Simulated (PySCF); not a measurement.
Si(H)(Cl)(Me)2 (C2H7ClSi), SMILES C[SiH](C)Cl. Geometry: PBE-D3(BJ)/def2-SVP.

Calculation: PBE-D3(BJ)/def2-SVP (PySCF).

Harmonic wavenumbers (cm⁻¹): 154, 165, 184, 187, 233, 496, 600, 650, 679, 703, 758, 832, 870, 877, 1215, 1220, 1372, 1376, 1380, 1390, 2163, 2975, 2976, 3074, 3075, 3087, 3087. Rotational constants (GHz): 5.293, 3.144, 2.228; symmetry number 1.

Question: Work out the zero-point energy and the ideal-gas rigid-rotor harmonic-oscillator thermochemistry at 298.15 K and 1 atm.

Answer: ZPE = ½ Σ hcν = ½ × 35779 cm⁻¹ = 51.15 kcal/mol. H − E(el) = 56.05 kcal/mol. Entropy in cal/(mol K): translation 39.55, rotation 26.56, vibration 14.53, total 80.65. G − E(el) = 32.00 kcal/mol. Cp = 25.40 cal/(mol K).
